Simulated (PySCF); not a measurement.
Compound: benzotrifluoride, C7H5F3.
Numbering: `[F:1][C:2]([F:3])([F:4])[c:5]1[cH:6][cH:7][cH:8][cH:9][cH:10]1` (hydrogens: H11 on C6; H12 on C7; H13 on C8; H14 on C9; H15 on C10)

The same species was optimised twice, with GFN2-xTB and with PBE0-D3(BJ)/def2-SVP (PySCF), and the same property calculations (PySCF, gas phase) were run on both structures.

```
     coordinate  GFN2-xTB  PBE0-D3(BJ)/def2-SVP  change
      F1–C2 (Å)     1.349                 1.339  -0.010
      C8–C9 (Å)     1.385                 1.395  +0.010
      C6–C7 (Å)     1.383                 1.393  +0.010
      C7–C8 (Å)     1.385                 1.393  +0.008
     C9–C10 (Å)     1.384                 1.392  +0.008
     C5–C10 (Å)     1.388                 1.396  +0.008
      C2–F4 (Å)     1.342                 1.336  -0.006
      C5–C6 (Å)     1.388                 1.395  +0.007
      C2–F3 (Å)     1.342                 1.337  -0.005
      C2–C5 (Å)     1.502                 1.503  +0.001
   F3–C2–C5 (°)     112.9                 111.6    -1.3
   F3–C2–F4 (°)     106.4                 107.6    +1.2
   F1–C2–F4 (°)     106.0                 107.2    +1.2
   F4–C2–C5 (°)     112.9                 112.0    -0.9
   F1–C2–F3 (°)     106.0                 106.8    +0.8
   C2–C5–C6 (°)     119.6                 120.3    +0.7
   F1–C2–C5 (°)     112.1                 111.4    -0.7
  C6–C5–C10 (°)     120.8                 120.3    -0.5
F1–C2–C5–C6 (°)        89                   100     +11
```

Rotational constants: A = 2875, B = 947.6, C = 813.4 MHz (GFN2-xTB) against A = 2856, B = 948.5, C = 812.4 MHz (PBE0-D3(BJ)/def2-SVP). Point groups within 0.08 Å: Cs and C1.

On the GFN2-xTB structure: HOMO (eV) -7.95 [PBE0/pcSseg-1]; LUMO (eV) -1.01 [PBE0/pcSseg-1]; dipole (D) 2.95 [PBE0/pcSseg-1]; GIAO shielding of F1/F3/F4 (mean) (ppm) 248.4 [PBE0/pcSseg-1]; GIAO shielding of C2 (ppm) 53.0 [PBE0/pcSseg-1]; GIAO shielding of C5 (ppm) 49.3 [PBE0/pcSseg-1]; GIAO shielding of C6/C10 (mean) (ppm) 54.7 [PBE0/pcSseg-1]; GIAO shielding of C7/C9 (mean) (ppm) 52.7 [PBE0/pcSseg-1]; GIAO shielding of C8 (ppm) 49.6 [PBE0/pcSseg-1].

What do these properties become on the PBE0-D3(BJ)/def2-SVP structure?

| property | level | on GFN2-xTB | on PBE0-D3(BJ)/def2-SVP | change |
| --- | --- | --- | --- | --- |
| HOMO (eV) | PBE0/pcSseg-1 | -7.95 | -7.87 | +0.08 |
| LUMO (eV) | PBE0/pcSseg-1 | -1.01 | -1.00 | +0.01 |
| dipole (D) | PBE0/pcSseg-1 | 2.95 | 2.73 | -0.22 |
| energy, GFN2-xTB geometry as zero (kcal/mol) | PBE0/pcSseg-1 | 0.0 | -0.2 | -0.2 |
| GIAO shielding of F1/F3/F4 (mean) (ppm) | PBE0/pcSseg-1 | 248.4 | 254.0 | +5.6 |
| GIAO shielding of C2 (ppm) | PBE0/pcSseg-1 | 53.0 | 55.2 | +2.2 |
| GIAO shielding of C5 (ppm) | PBE0/pcSseg-1 | 49.3 | 47.0 | -2.3 |
| GIAO shielding of C6/C10 (mean) (ppm) | PBE0/pcSseg-1 | 54.7 | 52.7 | -2.0 |
| GIAO shielding of C7/C9 (mean) (ppm) | PBE0/pcSseg-1 | 52.7 | 50.3 | -2.4 |
| GIAO shielding of C8 (ppm) | PBE0/pcSseg-1 | 49.6 | 47.2 | -2.4 |

The heavy atoms differ by 0.099 Å rms after alignment. Among bonds between heavy atoms F1–C2, C6–C7 and C8–C9 change most and about equally (-0.010 to +0.010 Å). Changes are differences of the printed values. Neither structure is proved a minimum here.

Conformer computed: `[F:1][C:2]([F:3])([F:4])[c:5]1[cH:6][cH:7][cH:8][cH:9][cH:10]1`: F1–C2–C5–C6 100°.
